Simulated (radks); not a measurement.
Values are calculated unless marked as measured or tabulated.
Polarisability of neutral calcium, [Ar] 4s2, at imaginary frequency. Code: a radial shooting solver on a logarithmic mesh with Libxc functionals. Model: scalar-relativistic Kohn-Sham, exchange-only LDA, spin-unpolarised, spherical densities, finite nucleus; Fermi nuclear charge, rms radius 3.4776 fm. Response by self-consistent Sternheimer equations with the Hartree and adiabatic exchange-only LDA kernel, the relativistic mass of each level held fixed and spin-orbit coupling left out.

| w (hartree) | alpha1(iw) (bohr^3) | alpha2(iw) (bohr^5) |
|---|---|---|
| 0.00266 | 160.6 | 3820 |
| 0.0143 | 158.0 | 3758 |
| 0.0360 | 145.2 | 3459 |
| 0.0697 | 115.3 | 2809 |
| 0.118 | 76.51 | 1985 |
| 0.186 | 44.62 | 1247 |
| 0.280 | 24.77 | 717.2 |
| 0.413 | 13.88 | 387.5 |
| 0.605 | 8.054 | 200.2 |
| 0.892 | 4.775 | 99.40 |
| 1.35 | 2.740 | 46.96 |
| 2.12 | 1.405 | 20.44 |
| 3.59 | 0.5972 | 7.642 |
| 6.94 | 0.1956 | 2.155 |
| 17.5 | 0.04147 | 0.3482 |

Static values: alpha1 = 160.6 bohr^3 (23.81 angstrom^3; uncoupled 311.8), alpha2 = 3822 bohr^5, alpha3 = 106700 bohr^7. C6 = 2219, C8 = 274100, triple-dipole C9 = 261600 atomic units. One-pole (London) frequency 4 C6 / (3 alpha1^2) = 0.115 hartree, against 0.112 for minus the highest occupied eigenvalue. Recommended static value: 160.8 bohr^3 (Schwerdtfeger and Nagle, 2023 table).
